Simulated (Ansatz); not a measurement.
Molecule: C2H10NSi2 (charge 0, doublet). It need not be the lowest isomer of its formula. SMILES: [SiH2]N[SiH](C)C
Structure (B3LYP-D3(BJ)/def2-TZVP (Ansatz, an electronic-structure program) minimum search):
```xyz
15

Si    -0.7916    -0.1688    -0.2132
C     -1.8273     1.1637    -1.0226
C     -1.6777    -0.8516     1.2872
N      0.7741     0.4697     0.2155
Si     2.3364    -0.1972    -0.1154
H     -0.5246    -1.2709    -1.1698
H     -2.8102     0.7786    -1.3037
H     -1.3424     1.5469    -1.9221
H     -1.9866     2.0037    -0.3411
H     -2.6419    -1.2856     1.0110
H     -1.0811    -1.6287     1.7686
H     -1.8632    -0.0663     2.0243
H      0.7787     1.3923     0.6311
H      3.2644     0.1712     0.9953
H      2.1903    -1.6774    -0.1892
```
Charge 0, spin multiplicity 2.

Quantity: atomisation energy (electronic, to ground-state atoms), in eV. Valence correlation only, unless marked. Open shells are spin-unrestricted. Spin-orbit coupling is left out. No relativistic terms. The coupled-cluster limit lacks core correlation, which all-electron functionals hold. CBS(X,Y): correlation extrapolated as X^-3; Hartree-Fock from the larger set.

| level | program | atomisation energy (eV) |
|---|---|---|
| SVWN5/def2-TZVPD | Ansatz | ? |
| BLYP/def2-TZVPD | Ansatz | 53.47 |
| B3LYP/def2-TZVPD | Ansatz | 54.06 |
| BHLYP-D3(BJ)/def2-TZVPD | Ansatz + dftd3 | ? |
| SCS-MP2/cc-pV(T+d)Z | Ansatz | 53.53 |
| CCSD(T)/CBS(cc-pV(T+d)Z,cc-pV(Q+d)Z) | Ansatz | 54.54 |

Task: Fill in the missing entries.

Result: 
- SVWN5/def2-TZVPD, atomisation energy (eV): 61.00
- BHLYP-D3(BJ)/def2-TZVPD, atomisation energy (eV): 53.72
